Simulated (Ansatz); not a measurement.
Reaction (cleavage of the Ge–Al bond): `[NH2][AlH][GeH2][F]` + H–F → `[F][GeH2][F]` + `[NH2][AlH2]`

Isolated molecules relaxed with PBE0-D4/def2-TZVP in Ansatz; ΔE leaves out vibrations. CCSD(T)/CBS is the MP2 limit (def2-TZVPP, def2-QZVPP) plus CCSD(T) − MP2 in def2-TZVPP, frozen cores. This one scheme is used for every species. DFT in def2-TZVPP. For Ge outer-core shells are correlated without core-valence functions, which leaves a few kJ/mol of doubt a bond. Scalar relativity is left out up to krypton. One conformer a species, not always the lowest.

**Question.** Is it downhill or uphill in electronic energy at CCSD(T)/CBS, and by how much? (An estimate is asked.)

**Answer.** The calculation gave: Downhill: ΔE = -0.38 eV.

**Question.** What do these levels give: BLYP-D4, revPBE, BLYP, BHLYP, CCSD/def2-TZVPP, MP2/def2-QZVPP? (Best estimate.)

**Answer.** Computed: BLYP-D4 -0.43, revPBE -0.35, BLYP -0.49, BHLYP -0.56, CCSD/def2-TZVPP -0.47, MP2/def2-QZVPP -0.46 eV.

Largest T1 diagnostic among the species: 0.013.

Leaving LDA and LC-ωPBE aside and taking each functional with its dispersion term where it has one, the values, not all of them listed here, spread over 0.37 eV, from B97M-V to PBE-D4. LDA lies +0.05 eV from PBE without D4. The D4 term adds +0.06 eV with B3LYP and +0.04 eV with PBE0; it sums over pairs of atoms, weighted by their polarisabilities, and B3LYP, whose exchange is more repulsive, gets the larger term.

B3LYP here is the variant with VWN-RPA as its local correlation; programs differ in this.
